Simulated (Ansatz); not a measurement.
Consider the redistribution: `B[CH2][AlH2]` + `FBOC[SiH3]` → `[AlH2][O]C[SiH3]` + `BCBF`.

Calculated with Ansatz (gas phase, PBE0-D4/def2-TZVP geometries, no zero-point term in ΔE). CBS: MP2 limit from def2 TZ/QZ plus the TZ coupled-cluster correction, frozen cores. Functionals use def2-TZVPP. B3LYP here is the variant with VWN-RPA as its local correlation; programs differ in this. Each species was taken in one conformer, which may not be the lowest.

Question: Is it downhill or uphill in electronic energy at CCSD(T)/CBS, and by how much? (Estimate.)

Answer: The calculation gave: Uphill: ΔE = +0.29 eV.

Question: What do these levels give: ωB97X-V, ωB97M-V, B3LYP, HF/def2-TZVPP, SCS-MP2/def2-TZVPP, HF/def2-QZVPP? (Best estimate.)

Answer: The calculation gave: ωB97X-V 0.26, ωB97M-V 0.30, B3LYP 0.27, HF/def2-TZVPP 0.20, SCS-MP2/def2-TZVPP 0.26, HF/def2-QZVPP 0.19 eV.

Largest T1 diagnostic among the species: 0.013.

In def2-TZVPP, CCSD(T) changes the Hartree–Fock value by +0.10 eV (the triples alone add +0.02 eV) and MP2 by +0.08 eV.
